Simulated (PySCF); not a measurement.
A PySCF script (with the pyscf-properties extension) for the NMR shieldings of SMILES [NH3+][BH2-]C(C)C, C3H12BN, on a GFN2-xTB geometry:

```python
import basis_set_exchange as bse
import numpy as np
from pyscf import gto, dft
from pyscf.prop import nmr

atoms = """
C    -0.732182    1.316056    0.347077
C    -0.460761   -0.192801    0.350787
C    -1.734991   -0.919144   -0.084331
B     0.797121   -0.626339   -0.599949
N     2.113976    0.168534    0.004493
H    -1.642142    1.550795    0.900795
H    -0.859760    1.672511   -0.673318
H     0.080639    1.879239    0.809887
H    -0.269153   -0.483806    1.394635
H    -2.580155   -0.667734    0.558341
H    -1.584583   -1.995383   -0.051799
H    -1.988598   -0.646131   -1.106284
H     0.691764   -0.248697   -1.724817
H     1.064253   -1.784754   -0.515676
H     2.230700   -0.096654    0.975786
H     1.928563    1.162654   -0.064711
H     2.938311   -0.076317   -0.530827
"""
names = dict.fromkeys(["C", "B", "N", "H"], "pcSseg-1")
basis = {el: gto.basis.parse(bse.get_basis(n, elements=[el], fmt="nwchem")) for el, n in names.items()}
mol = gto.M(atom=atoms, basis=basis, charge=0, verbose=0)
mf = dft.RKS(mol, xc="PBE0")
mf.grids.level = 2
mf.grids.alignment = dft.numint.BLKSIZE   # the property module wants whole blocks of grid points
mf.conv_tol = 1e-9
mf.kernel()

calc = nmr.RKS(mf)   # GIAO
C = mf.mo_coeff
Co = C[:, mf.mo_occ > 0]
resp = mf.gen_response(singlet=True, hermi=2)
def vind(x):   # induced exchange potential for any number of trial vectors
    d = np.einsum("pi,xij,qj->xpq", C, 2 * x.reshape(-1, C.shape[1], Co.shape[1]), Co, optimize=True)
    return np.einsum("xpq,pi,qj->xij", resp(d - d.transpose(0, 2, 1)), C, Co, optimize=True).ravel()
mo1, _ = nmr.rhf.solve_mo1(calc, with_cphf=vind)
sigma = calc.kernel(mo1)
for i, s in enumerate(sigma):   # ppm
    w = np.linalg.eigvalsh((s + s.T) / 2)
    print("%2d %-2s iso %8.1f  s11 %8.1f  s22 %8.1f  s33 %8.1f" % (i, mol.atom_pure_symbol(i), w.mean(), *w))
```

Problem. What does it print?

Solution. 
```
 0 C  iso    163.0  s11    147.3  s22    155.6  s33    186.1
 1 C  iso    163.4  s11    154.3  s22    161.1  s33    174.9
 2 C  iso    163.1  s11    144.9  s22    156.9  s33    187.5
 3 B  iso    116.0  s11    102.8  s22    115.6  s33    129.5
 4 N  iso    224.1  s11    212.0  s22    224.2  s33    236.1
 5 H  iso     30.5  s11     26.4  s22     28.2  s33     36.9
 6 H  iso     31.0  s11     27.8  s22     28.7  s33     36.5
 7 H  iso     31.0  s11     26.1  s22     30.2  s33     36.6
 8 H  iso     31.4  s11     27.8  s22     29.9  s33     36.4
 9 H  iso     30.7  s11     26.5  s22     28.2  s33     37.3
10 H  iso     30.4  s11     25.7  s22     28.3  s33     37.2
11 H  iso     30.9  s11     27.3  s22     29.1  s33     36.5
12 H  iso     30.0  s11     26.6  s22     31.0  s33     32.4
13 H  iso     29.5  s11     25.8  s22     30.9  s33     31.9
14 H  iso     29.3  s11     23.4  s22     26.3  s33     38.2
15 H  iso     28.5  s11     21.5  s22     27.4  s33     36.7
16 H  iso     28.8  s11     22.1  s22     24.6  s33     39.6
```

These numbers come from an equivalent density-fitted implementation of the same equations, which agrees with the script to about 0.01 ppm for H and up to a few tenths of a ppm for heavy atoms, so last digits may differ.

Size and cost of the density-fitted run: 145 basis functions, 14 s wall time on 1 thread of an Arm Neoverse V1, shared host; peak memory 0.73 GiB.
